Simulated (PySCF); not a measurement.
# How methods differ on the ionisation energy of Sr

Sr [Kr] 5s2 (1S) → Sr⁺ [Kr] 5s1 (2S), as a difference of total energies. All numbers are calculated (PySCF 2.14, scalar relativity by spin-free X2C-1e, in x2c-SVPall). Correlated levels: valence: [Kr] frozen. The calculations carry no spin-orbit coupling.

| method | ionisation energy (eV) |
| --- | --- |
| UHF | 4.774 |
| M06-L | 5.802 |
| B3LYP | 5.854 |
| MP2 (valence) | 5.203 |
| SCS-MP2 (valence) | 5.288 |
| CCSD (valence) | 5.433 |

Errors of the correlated levels include the incompleteness of this basis and the frozen core.

With two correlated electrons CCSD is exact in that space.

The coupled-cluster amplitudes are large for Sr (T1 above 0.03 or a double amplitude above 0.15), so a single reference is strained.

Problem. Which method comes closest to the reference value, and which is furthest?

Solution. The reference is 5.695 eV (measured; NIST Atomic Spectra Database, ionization energies). Closest: M06-L (error 0.107 eV); furthest: UHF (error -0.921 eV).
